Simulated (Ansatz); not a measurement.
Reaction (formal hydrolysis of a Ge–N bond): `C[NH][GeH2][NH2]` + H₂O → `[NH2][GeH2][OH]` + CH₃NH₂

Isolated molecules relaxed with PBE0-D4/def2-TZVP in Ansatz; ΔE leaves out vibrations. CCSD(T)/CBS is the MP2 limit (def2-TZVPP, def2-QZVPP) plus CCSD(T) − MP2 in def2-TZVPP, frozen cores. This one scheme is used for every species. For Ge outer-core shells are correlated without core-valence functions, which leaves a few kJ/mol of doubt a bond. Scalar relativity is left out up to krypton. Each species was taken in one conformer, which may not be the lowest.

| species | CCSD(T)/def2-TZVPP energy (Eh) |
| --- | --- |
| `C[NH][GeH2][NH2]` | -2227.80637 |
| H₂O | -76.33701 |
| `[NH2][GeH2][OH]` | -2208.45091 |
| CH₃NH₂ | -95.69970 |

Q: Work out ΔE.

A: ΔE = (-2208.45091) + (-95.69970) − (-2227.80637) − (-76.33701) = -0.00723 Eh = -19.0 kJ/mol. CCSD(T)/CBS gives -16.7 kJ/mol.

Largest T1 diagnostic among the species: 0.011.

In def2-TZVPP, CCSD(T) changes the Hartree–Fock value by +14.1 kJ/mol (the triples alone add +1.5 kJ/mol) and MP2 by +16.0 kJ/mol. At CCSD(T), def2-SVP lies −5.3 kJ/mol from the extrapolated value and def2-TZVPP −2.3 kJ/mol. Leaving LDA and LC-ωPBE aside and taking each functional with its dispersion term where it has one, the values, not all of them listed here, spread over 9.0 kJ/mol, from B97M-V to revPBE-D4. LDA lies +7.4 kJ/mol from PBE without D4.
